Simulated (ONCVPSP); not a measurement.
**Al: excitation energies, all-electron against ONCV**

```json
{
 "Element": "aluminium (Al)",
 "Generator": "ONCVPSP 4.0.1",
 "Type": "optimised norm-conserving Vanderbilt (ONCV)",
 "Functional": "LDA (Perdew-Wang 92)",
 "Relativity": "scalar-relativistic",
 "Frozen core": "[Ne]",
 "Valence charge": "3",
 "Reference configuration": "3s2 (charge +1)",
 "Partial waves": "3s: rc 1.95 bohr, ncon 5, nbas 10, qcut 4.1 1/bohr, 1 projector; p scattering state at 0.31 Ha: rc 1.50 bohr, ncon 4, nbas 9, qcut 4.6 1/bohr, local; d scattering state at 0.15 Ha: rc 1.75 bohr, ncon 4, nbas 8, qcut 5.7 1/bohr, 2 projectors, debl 3.1 Ha",
 "Local potential": "the p channel",
 "Core correction": "polynomial model core, fcfact 0.15"
}
```

Energies are relative to the spin-unpolarised reference configuration 3s2; without spin polarisation the order of configurations can differ from experiment.

| valence configuration | charge | ΔE all-electron (eV) | error AE − PS (meV) |
| --- | --- | --- | --- |
| 3s1 | +2 | 19.370 | +7.5 |
| 3s2 3p0.5 | +0.5 | -3.719 | +36 |
| 3s0 3p3 | 0 | 4.664 | +192 |

**Question.** What are ΔE and the potential's error for 3s2 3p1?

**Answer.** ΔE = -5.841 eV all-electron; the error (AE − PS) is +64 meV.

Levels in the configuration 3s1:

| level | all-electron (eV) | pseudo (eV) |
| --- | --- | --- |
| 3s | -23.929 | -23.912 |
